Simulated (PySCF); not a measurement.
GeF2Cl2, SMILES [F][Ge]([F])([Cl])[Cl]. Coordinates come from a PBE-D3(BJ)/def2-SVP optimisation.

These are PySCF with PBE-D3(BJ)/def2-SVP values and carry that method's errors.

Harmonic wavenumbers (cm⁻¹): 129, 158, 186, 227, 230, 414, 468, 711, 739. Rotational constants (GHz): 2.502, 1.709, 1.436; symmetry number 2.

Question: Work out the zero-point energy and the ideal-gas rigid-rotor harmonic-oscillator thermochemistry at 298.15 K and 1 atm.

Answer: ZPE = ½ Σ hcν = ½ × 3262 cm⁻¹ = 19.51 kJ/mol. H − E(el) = 39.09 kJ/mol. Entropy in J/(mol K): translation 173.62, rotation 112.85, vibration 57.73, total 344.20. G − E(el) = -63.54 kJ/mol. Cp = 90.15 J/(mol K). Modes under 150 cm⁻¹ make the vibrational entropy uncertain.
